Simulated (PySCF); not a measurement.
# An isoelectronic set: 58 electrons

PBE0 in PySCF with def2-TZVPPD on every atom (core potentials on In, Sn, Sb), for the lowest determinant that a PBE0 search found; no spin–orbit coupling. All have 58 electrons, 10 of them in the valence shells, and the same state, a singlet (closed shell). For ions De leads to the atom and ion picked by measured ionisation energies and electron affinities.

```tsv
species	difference of nuclear charges	Re (Å)	ωe (cm⁻¹)	k (mdyn/Å)	De (eV)	dissociates to
InO⁻	41	1.913	697	4.02	4.16	In + O⁻
SnN⁻	43	1.868	848	5.31	3.47	Sn⁻ + N
InF	40	1.998	521	2.61	5.44	In + F
SnO	42	1.818	869	6.28	5.36	Sn + O
SbN	44	1.804	977	7.06	3.17	Sb + N
SnF⁺	41	1.875	688	4.57	5.07	Sn⁺ + F
SbO⁺	43	1.753	998	8.28	4.95	Sb⁺ + O
```

**Question.** Which member of the whole set has the stiffest bond, and how does it compare with the softest?

**Answer.** SbO⁺ with k = 8.28 mdyn/Å, 3.2 times that of InF.

Spin–orbit coupling is left out, which matters for elements this heavy, above all for dissociation energies. For an ion De counts to the pair picked by the measured ionisation energies or electron affinities, which need not be the lowest pair at this level.
